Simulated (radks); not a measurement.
Trend from C4+ to Ne4+: ionisation energy by Delta-SCF between NIST ground configurations, and size. All-electron calculation, scalar-relativistic Kohn-Sham, BLYP, spin-polarised, spherical densities, finite nucleus; open shells are filled with parallel spins first; Fermi nuclear charge, rms radius of each element as measured or else 0.836 A^(1/3) + 0.57 fm. Program: a radial shooting solver on a logarithmic mesh with Libxc functionals.

species,configuration,IE (eV),NIST (eV),kind,outermost,<r> outermost (bohr),r at 0.001 e/bohr^3 (bohr)
C4+,[He],392.16,392.09,theory,1s,0.268,1.06
N4+,[He] 2s1,98.715,97.890,exp.,2s,1.04,2.14
O4+,[He] 2s2,112.65,113.90,exp.,2s,0.931,2.14
F4+,[He] 2s2 2p1,114.70,114.25,semi-emp.,2s,0.844,2.08
Ne4+,[He] 2s2 2p2,127.17,126.25,exp.,2s,0.772,2.01

Reference values: NIST Atomic Spectra Database (exp. = measured, semi-emp. = semi-empirical, theory = theoretical value adopted there). Open shells are spherical and high-spin; term and fine-structure splittings are not resolved.
